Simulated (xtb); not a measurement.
A run for xtb: GFN2-xTB on BF2GeH3 (SMILES F[B](F)[GeH3]), a point of a torsion scan.

```
$ xtb mol.xyz --gfn 2 --opt vtight --chrg 0 --uhf 0 --input xcontrol
7

F      1.86832825    -1.35439781     0.04654956
B      1.16578346    -0.09617110    -0.01494917
F      1.98187685     1.10512086    -0.01015917
Ge    -0.83399550     0.04111525    -0.01296622
H     -1.45526951    -0.57755904     1.27987563
H     -1.25072600     1.51310234    -0.03058809
H     -1.47632397    -0.63609896    -1.24850857
$constrain
  force constant=1.0
  dihedral: 1,2,4,5,60.0
$end
```

The log:

```
[...]
           -------------------------------------------------
          |                Calculation Setup                |
           -------------------------------------------------



           -------------------------------------------------
          |                 G F N 2 - x T B                 |
           -------------------------------------------------

        Reference                      10.1021/acs.jctc.8b01176
      * Hamiltonian:
        H0-scaling (s, p, d)           1.850000    2.230000    2.230000
        zeta-weighting                 0.500000
      * Dispersion:
        s8                             2.700000
        a1                             0.520000
        a2                             5.000000
        s9                             5.000000
      * Repulsion:
        kExp                           1.500000    1.000000
        rExp                           1.000000
      * Coulomb:
        alpha                          2.000000
        third order                    shell-resolved
        anisotropic                    true
        a3                             3.000000
        a5                             4.000000
        cn-shift                       1.200000
        cn-exp                         4.000000
        max-rad                        5.000000


          ...................................................
          :                      SETUP                      :
          :.................................................:
          :  # basis functions                  25          :
          :  # atomic orbitals                  24          :
          :  # shells                           12          :
          :  # electrons                        24          :
          :  max. iterations                   250          :
          :  Hamiltonian                  GFN2-xTB          :
          :  restarted?                      false          :
          :  GBSA solvation                  false          :
          :  PC potential                    false          :
          :  electronic temp.          300.0000000     K    :
          :  accuracy                    1.0000000          :
          :  -> integral cutoff          0.2500000E+02      :
          :  -> integral neglect         0.1000000E-07      :
          :  -> SCF convergence          0.1000000E-05 Eh   :
          :  -> wf. convergence          0.1000000E-03 e    :
          :  Broyden damping             0.4000000          :
          :  net charge                          0          :
          :  unpaired electrons                  0          :
          ...................................................

 iter      E             dE          RMSdq      gap      omega  full diag
   1    -13.7493939 -0.137494E+02  0.103E+01    4.89       0.0  T
   2    -13.8427016 -0.933077E-01  0.140E+01    1.85       1.0  T
   3    -14.2305146 -0.387813E+00  0.580E+00    3.26       1.0  T
   4    -14.1502572  0.802574E-01  0.698E+00    2.73       1.0  T
   5    -14.2208071 -0.705499E-01  0.298E+00    3.33       1.0  T
   6    -14.2389394 -0.181323E-01  0.342E-01    3.58       1.0  T
   7    -14.2390029 -0.635133E-04  0.249E-01    3.60       1.0  T
   8    -14.2391631 -0.160156E-03  0.603E-02    3.62       1.0  T
   9    -14.2391666 -0.350427E-05  0.195E-02    3.63       1.9  T
  10    -14.2391667 -0.122477E-06  0.148E-02    3.63       2.6  T
  11    -14.2391671 -0.449778E-06  0.129E-03    3.63      29.3  T
  12    -14.2391671  0.145638E-08  0.841E-04    3.63      44.9  T
  13    -14.2391671 -0.240523E-08  0.189E-04    3.63     199.9  T

   *** convergence criteria satisfied after 13 iterations ***

         #    Occupation            Energy/Eh            Energy/eV
      -------------------------------------------------------------
         1        2.0000           -0.8240376             -22.4232
       ...           ...                  ...                  ...
         6        2.0000           -0.5417563             -14.7419
         7        2.0000           -0.5325917             -14.4926
         8        2.0000           -0.5153105             -14.0223
         9        2.0000           -0.5122463             -13.9389
        10        2.0000           -0.4611877             -12.5496
        11        2.0000           -0.4567618             -12.4291
        12        2.0000           -0.4424702             -12.0402 (HOMO)
        13                         -0.3091917              -8.4135 (LUMO)
        14                         -0.1621223              -4.4116
        15                         -0.1269161              -3.4536
        16                         -0.1080399              -2.9399
        17                          0.0027481               0.0748
       ...                                ...                  ...
        24                          0.9713670              26.4322
      -------------------------------------------------------------
                  HL-Ga
[...]
             1.0489521              28.5434
      -------------------------------------------------------------
                  HL-Gap            0.1622094 Eh            4.4139 eV
             Fermi-level           -0.3525990 Eh           -9.5947 eV

 SCC (total)                   0 d,  0 h,  0 min,  0.002 sec
 SCC setup                      ...        0 min,  0.000 sec (  2.244%)
 Dispersion                     ...        0 min,  0.000 sec (  0.706%)
 classical contributions        ...        0 min,  0.000 sec (  0.304%)
 integral evaluation            ...        0 min,  0.001 sec ( 28.887%)
 iterations                     ...        0 min,  0.000 sec ( 19.670%)
 molecular gradient             ...        0 min,  0.001 sec ( 44.322%)
 printout                       ...        0 min,  0.000 sec (  3.411%)

         :::::::::::::::::::::::::::::::::::::::::::::::::::::
         ::                     SUMMARY                     ::
         :::::::::::::::::::::::::::::::::::::::::::::::::::::
         :: total energy             -14.236430792221 Eh    ::
         :: gradient norm              0.000140441545 Eh/a0 ::
         :: HOMO-LUMO gap              4.413941424190 eV    ::
         ::.................................................::
         :: SCC energy               -14.295149124909 Eh    ::
         :: -> isotropic ES            0.047280022107 Eh    ::
         :: -> anisotropic ES         -0.000559103832 Eh    ::
         :: -> anisotropic XC         -0.003050059270 Eh    ::
         :: -> dispersion             -0.002673032509 Eh    ::
         :: repulsion energy           0.058718329431 Eh    ::
         :: add. restraining           0.000000003257 Eh    ::
         :: total charge               0.000000000000 e     ::
         :::::::::::::::::::::::::::::::::::::::::::::::::::::

           -------------------------------------------------
          |                Property Printout                |
           -------------------------------------------------

    * Orbital Energies and Occupations

         #    Occupation            Energy/Eh            Energy/eV
      -------------------------------------------------------------
         1        2.0000           -0.8465029             -23.0345
         2        2.0000           -0.8404254             -22.8691
         3        2.0000           -0.6396296             -17.4052
         4        2.0000           -0.5852691             -15.9260
         5        2.0000           -0.5661523             -15.4058
         6        2.0000           -0.5649358             -15.3727
         7        2.0000           -0.5532596             -15.0550
         8        2.0000           -0.5302712             -14.4294
         9        2.0000           -0.5217512             -14.1976
        10        2.0000           -0.4546941             -12.3729
        11        2.0000           -0.4536744             -12.3451
        12        2.0000           -0.4337037             -11.8017 (HOMO)
        13                         -0.2714943              -7.3877 (LUMO)
        14                         -0.1377671              -3.7488
        15                         -0.1123602              -3.0575
        16                         -0.0799589              -2.1758
        17                          0.0095909               0.2610
        18                          0.0398554               1.0845
        19                          0.1056665               2.8753
        20                          0.4567060              12.4276
        21                          0.4716039              12.8330
        22                          0.9768756              26.5821
        23                          1.0120571              27.5395
        24                          1.0489521              28.5434
      -------------------------------------------------------------
                  HL-Gap            0.1622094 Eh            4.4139 eV
             Fermi-level           -0.3525990 Eh           -9.5947 eV

     #   Z          covCN         q      C6AA      α(0)
     1   9 F        0.724    -0.248    11.747     4.048
     2   5 B        2.397     0.492    18.855     8.026
     3   9 F        0.724    -0.247    11.738     4.046
     4  32 Ge       3.776     0.008   171.694    23.519
     5   1 H        0.940    -0.002     3.082     2.745
     6   1 H        0.940    -0.002     3.096     2.751
     7   1 H        0.940    -0.002     3.083     2.745

 Mol. C6AA /au·bohr⁶  :        851.002269
 Mol. C8AA /au·bohr⁸  :      39159.028885
 Mol. α(0) /au        :         47.878873


Wiberg/Mayer (AO) data.
largest (>0.10) Wiberg bond orders for each atom

 ---------------------------------------------------------------------------
     #   Z sym  total        # sym  WBO       # sym  WBO       # sym  WBO
 ---------------------------------------------------------------------------
     1   9 F    1.206 --     2 B    1.121
     2   5 B    3.224 --     3 F    1.122     1 F    1.121     4 Ge   0.829
     3   9 F    1.207 --     2 B    1.122
     4  32 Ge   3.521 --     6 H    0.888     7 H    0.884     5 H    0.884
                             2 B    0.829
     5   1 H    1.000 --     4 Ge   0.884
     6   1 H    1.000 --     4 Ge   0.888
     7   1 H    1.000 --     4 Ge   0.884
 ---------------------------------------------------------------------------

Topologies differ in total number of bonds
Writing topology from bond orders to xtbtopo.mol

molecular dipole:
                 x           y           z       tot (Debye)
 q only:       -0.676       0.053      -0.002
   full:       -0.092       0.006      -0.000       0.235
molecular quadrupole (traceless):
                xx          xy          yy          xz          yz          zz
 q only:       -2.906       0.208      -0.158      -0.018       0.039       3.064
  q+dip:       -4.109       0.314      -0.299      -0.024       0.057       4.408
   full:       -4.244       0.270      -0.918      -0.025       0.074       5.163

           -------------------------------------------------
          |                Geometry Summary                 |
           -------------------------------------------------

      molecular mass/u    :      124.4592068
   center of mass at/Å    :        0.1817175      -0.0076762       0.0014319
  moments of inertia/u·Å² :        0.5151186E+02   0.2089505E+03   0.2549118E+03
rotational constants/cm⁻¹ :        0.3272573E+00   0.8067762E-01   0.6613124E-01

 * 6 selected distances

     #   Z          #   Z                                           value/Å
     1   9 F        2   5 B                                       1.3136988
     2   5 B        3   9 F                                       1.3135245 (min)
     2   5 B        4  32 Ge                                      2.0173669 (max)
     4  32 Ge       5   1 H                                       1.4896613
     4  32 Ge       6   1 H                                       1.4877907
     4  32 Ge       7   1 H                                       1.4895209

 * 3 distinct bonds (by element types)

   Z      Z             #   av. dist./Å        max./Å        min./Å
   5 B    9 F           2     1.3136116     1.3136988     1.3135245
   1 H   32 Ge          3     1.4889910     1.4896613     1.4877907
   5 B   32 Ge          1     2.0173669     2.0173669     2.0173669


optimized geometry written to: xtbopt.xyz


           -------------------------------------------------
          | TOTAL ENERGY              -14.236430792221 Eh   |
          | GRADIENT NORM               0.000140441545 Eh/α |
          | HOMO-LUMO GAP               4.413941424190 eV   |
           -------------------------------------------------

------------------------------------------------------------------------
------------------------------------------------------------------------
 total:
 SCF:
Note: The following floating-point exceptions are signalling: IEEE_DENORMAL
normal termination of xtb
 ANC optimizer:
```

The run finished.

Warnings raised: the energy holds the restraint's term.

Cost: very roughly 0.07 core-seconds.
